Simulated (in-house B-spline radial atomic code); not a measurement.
Configurations of Ga+, with energies counted from [Ar] 3d10 4s2. All numbers are computed (scalar-relativistic (X2C) LC-wPBE, spin-polarised, spherical fractional occupations, exact exchange averaged over the configuration; Fermi nucleus of rms radius 3.9973 fm) with a B-spline radial code for spherical atoms, not measured. Shells without spins written out take the highest spin.

Occupations are held fixed; configurations that lie above the ionisation limit could autoionise.

```json
{"configuration": "[Ar] 3d10 4s1 4p1", "E - E(ref) (eV)": "5.7366", "highest orbital": "4p up", "its <r> (bohr)": "2.696"}
{"configuration": "[Ar] 3d10 4s1 5p1", "E - E(ref) (eV)": "14.382", "highest orbital": "5p up", "its <r> (bohr)": "6.638"}
{"configuration": "[Ar] 3d9 4s2 4f1", "E - E(ref) (eV)": "33.182", "highest orbital": "4f up", "its <r> (bohr)": "8.732"}
{"configuration": "[Ne] 3s2 3p5 3d10 4s2 5s1", "E - E(ref) (eV)": "109.47", "highest orbital": "5s up", "its <r> (bohr)": "5.261"}
{"configuration": "[Ne] 3s2 3p5 3d10 4s2 4f1", "E - E(ref) (eV)": "114.02", "highest orbital": "4f up", "its <r> (bohr)": "8.734"}
```

Question: Order these further configurations by energy, lowest first.
A. [Ar] 3d9 4s2 5p1
B. [Ar] 3d9 4s2 4p1
C. [Ne] 3s2 3p5 3d10 4s2 4d1
D. [Ar] 3d10 4s1 4d1
E. [Ar] 3d10 4s1 5f1

Answer: D (14.043 eV), E (18.11 eV), B (21.008 eV), A (30.538 eV), C (111.01 eV).

Question: How far above the reference does [Ne] 3s2 3p5 3d10 4s2 5p1 lie?

Answer: 111.37 eV; its least bound orbital is 5p up with <r> = 6.402 bohr.
